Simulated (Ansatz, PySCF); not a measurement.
System: BCl, charge 0, multiplicity 1. 
Coordinates optimised at B3LYP-D3(BJ)/def2-TZVP (Ansatz, a program for electronic structure):
SMILES: [B]Cl
```xyz
2

B      0.0000     0.0000    -1.3302
Cl     0.0000     0.0000     0.3912
```

Property: atomisation energy (electronic, to ground-state atoms), in kJ/mol. Cores are frozen in the correlated levels unless marked. UHF or UKS for open shells. Spin-orbit coupling is left out. No relativistic terms. The coupled-cluster limit lacks core correlation, which all-electron functionals hold. CBS marks a two-point X^-3 extrapolation of the correlation energy; Hartree-Fock from the larger set (for Q and 5 zeta extrapolated as (X+1)exp(-9√X)).

| level | program | atomisation energy (kJ/mol) | rough core time |
|---|---|---|---|
| HF/STO-3G | Ansatz | 420.2 | - |
| HF/def2-SVP | Ansatz | 372.4 | - |
| HF/def2-QZVPPD | Ansatz | 365.9 | - |
| BP86-D4/def2-TZVPD | PySCF + dftd4 | 528.5 | - |
| M06-L/def2-TZVPD | PySCF | 526.6 | - |
| PBE0-D4/def2-TZVPD | Ansatz + dftd4 | 515.6 | under 20 s |
| BHLYP/def2-TZVPD | Ansatz | 474.9 | under 20 s |
| MP2/cc-pV(D+d)Z | Ansatz | 491.9 | - |
| SCS-MP2/6-31G | Ansatz | 367.6 | - |
| SCS-MP2/cc-pV(5+d)Z | Ansatz | 514.9 | - |
| CCSD/cc-pV(T+d)Z | Ansatz | 478.9 | - |
| CCSD/cc-pV(5+d)Z | Ansatz | 491.5 | - |
| CCSD(T)/cc-pV(T+d)Z | Ansatz | 496.5 | under 20 s |
| CCSD(T)/aug-cc-pV(Q+d)Z | Ansatz | 507.6 | 22 s |
| CCSD(T)/CBS(cc-pV(Q+d)Z,cc-pV(5+d)Z) | Ansatz | 514.2 | 40 s |

Core times are rough, on shared machines, summed over the molecules involved; a dash marks a level read off another run, or run on other hardware, by another program or under a memory cap.

The Hartree-Fock reference is unstable (checked in the largest basis), which strains HF and MP2.
